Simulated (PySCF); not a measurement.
PySCF input for Be(Me)(SH) (CH4BeS), SMILES [Be]([SH])[CH3], B3LYP/pcJ-1. Geometry optimised at r2SCAN-D4/def2-TZVP. The geometry has at least one imaginary mode, so it is a saddle point at that level. The values are those of a single conformer.

```python
import numpy as np
from pyscf import gto, scf, dft
from pyscf.prop.ssc import rks as ssc

mol = gto.M(
    atom='''
    Be   -0.14815346    0.34038645   -0.39644827
    C    -0.65016499    1.33237871   -1.64982417
    H    -1.67932148    1.68221150   -1.51981674
    H    -0.60262905    0.82895823   -2.62111975
    H    -0.02164922    2.22638497   -1.73060659
    S     0.44934070   -0.77127324    1.04309799
    H    -0.39224775   -1.75300090    0.66671330
    ''',
    basis='pcJ-1',
    charge=0,
    spin=0,
    max_memory=1600,
    verbose=3,
)
mf = dft.RKS(mol, xc='b3lyp')
mf.grids.level = 3
mf.conv_tol = 1e-10
mf.max_cycle = 100
mf.kernel()
j = ssc.SSC(mf)
j.with_fcsd = True
j.max_cycle_cphf = 80
j.conv_tol = 1e-7
e11 = j.kernel()
```

Program output:

```
converged SCF energy = -450.950010404107
Reduced spin-spin coupling constant K (Hz)
               #0        #1        #2        #3        #4
        0 Be   0.00000
        1 C   27.86457   0.00000
        2 H   -0.46368  15.70851   0.00000
        3 H   -0.46967  15.61779  -0.50617   0.00000
        4 H   -0.42081  15.47786  -0.52354  -0.53090   0.00000
        5 S    5.38178   0.01958   0.24719   0.36889   0.07319
        6 H   -0.49041  -0.06545   0.00000   0.01190   0.02683
               #5        #6
        5 S    0.00000
        6 H    9.14042   0.00000
Spin-spin coupling constant J (Hz)
               #0        #1        #2        #3        #4
        0 Be   0.00000
        1 C  -30.72672   0.00000
        2 H    2.03301 123.26337   0.00000
        3 H    2.05927 122.55151 -15.79247   0.00000
        4 H    1.84502 121.45345 -16.33438 -16.56419   0.00000
        5 S   -1.81318   0.01181   0.59262   0.88441   0.17547
        6 H    2.15021  -0.51357   0.00015   0.37135   0.83697
               #5        #6
        5 S    0.00000
        6 H   21.91378   0.00000
```

Self-consistency was reached.

Cost: roughly 50 core-seconds.
